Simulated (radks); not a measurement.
Spherical quantum dot in the effective-mass picture: electrons in a well V = -V0 / (1 + exp((r - R)/a)) with V0 = 3.74, R = 8, a = 0.35, with a point charge +2 (a donor) at the centre, all in effective atomic units (hartree* = m*/eps^2 hartree, bohr* = eps/m* bohr), one dielectric constant everywhere. Method: non-relativistic Kohn-Sham, PBEsol, spin-polarised, spherical densities; computed with a radial shooting solver with Libxc functionals. Levels are named by radial order and angular momentum (1s, 1p, 1d, 2s, ...), and open shells are averaged over m. Results are scaled to m* = 0.206 and eps = 17.6, for which hartree* = 18.1 meV and bohr* = 4.521 nm.

N = 22, configuration 1s2 1p6 1d10 2s2 1f(up 2, down 0). This is the lowest configuration that the search found. Occupied and some empty levels:

level,occupation,eigenvalue (meV),<r> (nm)
1s down,1,-15.545,4.439
1s up,1,-15.544,4.445
2s up,1,-11.689,26.38
2s down,1,-11.511,26.31
1p up,3,-11.143,26.70
1p down,3,-10.961,26.64
1d up,5,-10.014,27.22
1d down,5,-9.8255,27.18
1f up,2,-8.4181,27.72
1f down,0,-8.2235,27.69
1g up,0,-6.3912,28.19
1g down,0,-6.1914,28.17
2p up,0,-3.4912,19.01
2p down,0,-3.4242,18.95
2d up,0,-0.75633,21.61
2d down,0,-0.66192,21.57

Energy (meV): total -932.166, kinetic 132.42, external -1693.6, Hartree 723.76, exchange-correlation -94.772.
